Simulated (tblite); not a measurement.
C₄H₇BBrF.
Numbering: `[F:1][B:2]([Br:3])[CH:4]1[CH2:5][CH2:6][CH2:7]1` (hydrogens: H8 on C4; H9, H10 on C5; H11, H12 on C6; H13, H14 on C7)

Computed with GFN2-xTB (tblite), gas phase: L-BFGS steps from a force-field or distance-geometry start until the largest atomic force falls under 0.01 eV/Å.

Step 9: E = -605.3892 eV
```
atom  x, y, z in Å  |  force x, y, z in eV/Å
F1      2.5136    1.6190    0.4399   -0.021   0.107   0.041
B2      1.5969    0.9127   -0.1830    0.043  -0.111  -0.272
Br3     2.2497   -0.2323   -1.5413   -0.014   0.179  -0.010
C4      0.1138    0.8159    0.3213    0.103   0.005  -0.072
C5     -1.0088    0.4208   -0.6746    0.106   0.014   0.064
C6     -0.8939   -1.0443   -0.2202   -0.025  -0.003   0.066
C7      0.0251   -0.6233    0.9357   -0.014   0.102   0.026
H8     -0.1561    1.6284    1.0032   -0.010  -0.151  -0.007
H9     -0.7956    0.6104   -1.7287    0.030  -0.063   0.094
H10    -1.9675    0.8833   -0.4321    0.128  -0.084   0.027
H11    -0.4055   -1.6843   -0.9534    0.046   0.060   0.040
H12    -1.8165   -1.5265    0.0876   -0.117   0.036   0.000
H13     0.9773   -1.1575    1.0018   -0.151  -0.032   0.047
H14    -0.4330   -0.6227    1.9214   -0.105  -0.056  -0.043
```

Step 10: E = -605.3970 eV
```
atom  x, y, z in Å  |  force x, y, z in eV/Å
F1      2.5174    1.6289    0.4398   -0.079   0.041  -0.047
B2      1.6057    0.9176   -0.1914   -0.008  -0.071  -0.100
Br3     2.2522   -0.2183   -1.5523    0.021   0.153  -0.038
C4      0.1222    0.8122    0.3206   -0.005  -0.026  -0.019
C5     -1.0048    0.4173   -0.6722    0.089   0.066   0.036
C6     -0.8960   -1.0483   -0.2187   -0.042   0.020   0.075
C7      0.0170   -0.6259    0.9422    0.061   0.112   0.003
H8     -0.1535    1.6299    0.9965    0.036  -0.186  -0.013
H9     -0.7942    0.6108   -1.7253    0.038  -0.084   0.055
H10    -1.9616    0.8863   -0.4293    0.156  -0.114   0.038
H11    -0.4071   -1.6914   -0.9509    0.051   0.099   0.075
H12    -1.8207   -1.5302    0.0838   -0.120   0.052   0.003
H13     0.9665   -1.1649    1.0050   -0.140  -0.030   0.085
H14    -0.4439   -0.6247    1.9300   -0.058  -0.032  -0.153
```

Step 11: E = -605.4036 eV
```
atom  x, y, z in Å  |  force x, y, z in eV/Å
F1      2.5186    1.6378    0.4385   -0.113  -0.012  -0.116
B2      1.6130    0.9203   -0.2002   -0.057   0.007   0.080
Br3     2.2547   -0.2032   -1.5623    0.066   0.098  -0.100
C4      0.1301    0.8088    0.3192   -0.070  -0.058   0.027
C5     -0.9995    0.4149   -0.6695    0.054   0.062  -0.003
C6     -0.8985   -1.0510   -0.2160   -0.045   0.038   0.061
C7      0.0109   -0.6259    0.9472    0.077   0.060  -0.018
H8     -0.1508    1.6277    0.9910    0.070  -0.167   0.002
H9     -0.7921    0.6095   -1.7214    0.052  -0.091  -0.007
H10    -1.9539    0.8868   -0.4261    0.132  -0.099   0.055
H11    -0.4073   -1.6952   -0.9471    0.046   0.115   0.100
H12    -1.8265   -1.5323    0.0806   -0.092   0.076   0.002
H13     0.9549   -1.1718    1.0095   -0.087  -0.038   0.109
H14    -0.4542   -0.6270    1.9344   -0.032   0.009  -0.192
```

Step 12: E = -605.4106 eV
```
atom  x, y, z in Å  |  force x, y, z in eV/Å
F1      2.5181    1.6473    0.4348   -0.117  -0.038  -0.149
B2      1.6188    0.9222   -0.2076   -0.093   0.071   0.203
Br3     2.2585   -0.1849   -1.5746    0.101   0.039  -0.158
C4      0.1376    0.8043    0.3179   -0.089  -0.080   0.057
C5     -0.9927    0.4130   -0.6667    0.006   0.018  -0.047
C6     -0.9020   -1.0529   -0.2120   -0.034   0.047   0.025
C7      0.0056   -0.6250    0.9515    0.050  -0.035  -0.034
H8     -0.1465    1.6227    0.9856    0.085  -0.105   0.045
H9     -0.7890    0.6064   -1.7176    0.065  -0.088  -0.076
H10    -1.9435    0.8856   -0.4216    0.063  -0.048   0.071
H11    -0.4069   -1.6970   -0.9409    0.037   0.107   0.105
H12    -1.8345   -1.5332    0.0772   -0.044   0.105   0.004
H13     0.9414   -1.1800    1.0166   -0.005  -0.053   0.119
H14    -0.4656   -0.6292    1.9351   -0.026   0.060  -0.165
```

Question: Estimate the geometry and energy of step 13. (The exact step hangs on the optimiser's Hessian estimate; all steps are aligned on step 12, rigid shifts and turns removed.)

Answer: E = -605.4184 eV, largest force 0.246 eV/Å
```
atom  x, y, z in Å  |  force x, y, z in eV/Å
F1      2.5163    1.6583    0.4276   -0.090  -0.028  -0.135
B2      1.6230    0.9243   -0.2122   -0.096   0.075   0.214
Br3     2.2647   -0.1618   -1.5915    0.106   0.006  -0.173
C4      0.1450    0.7975    0.3174   -0.067  -0.083   0.066
C5     -0.9846    0.4108   -0.6646   -0.044  -0.037  -0.082
C6     -0.9069   -1.0542   -0.2071   -0.012   0.041  -0.024
C7      0.0000   -0.6249    0.9557    0.002  -0.141  -0.038
H8     -0.1398    1.6159    0.9803    0.075  -0.025   0.110
H9     -0.7842    0.6014   -1.7148    0.073  -0.078  -0.130
H10    -1.9304    0.8838   -0.4150   -0.030   0.022   0.073
H11    -0.4059   -1.6975   -0.9315    0.029   0.072   0.079
H12    -1.8447   -1.5327    0.0732    0.009   0.134   0.009
H13     0.9258   -1.1910    1.0276    0.084  -0.067   0.113
H14    -0.4791   -0.6304    1.9328   -0.040   0.109  -0.082
```

The energy changes by -0.0078 eV. The first-order estimate −F·Δx gives -0.0105 eV and the mean of the old and new forces, exact on a quadratic surface, -0.0078 eV. The step makes an angle of 68° with the force vector and moves no atom by more than 0.029 Å.

The cost below is that of the whole relaxation. Hardware: one thread, Arm Neoverse N1 (aarch64), shared host with 64 logical CPUs at a one-minute load of 61. Cost: 0.39 s wall.
